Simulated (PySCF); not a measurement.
Delta-SCF ions had no search for a lower state. Excitations are Tamm–Dancoff values on a coarser integration grid. The basis has no diffuse functions, so Rydberg states are missing or too high.

Cartesian coordinates (Å):
```xyz
3

O     -1.5101     0.0007     0.0000
Si     0.0000     0.0000     0.0000
O      1.5101    -0.0007     0.0000
```
Charge 0, multiplicity 1.

Question: What vertical ionisation energy (Delta-SCF), HOMO–LUMO gap, brightest of the four lowest singlets (TDA), S1 excitation (TDA), T1 excitation (TDA), total energy, S1–T1 gap (TDA) and dipole moment does PBE-D3(BJ)/def2-TZVP // B3LYP-D3(BJ)/def2-TZVP run with PySCF give?

Answer: 
```yaml
vertical ionisation energy (Delta-SCF): 12.28 eV
HOMO–LUMO gap: 3.96 eV
brightest of the four lowest singlets (TDA): 5.36 eV
S1 excitation (TDA): 4.09 eV
T1 excitation (TDA): 3.66 eV
total_energy: -439.7362 Ha
S1–T1 gap (TDA): 0.43 eV
dipole_moment: 0.00 D
```
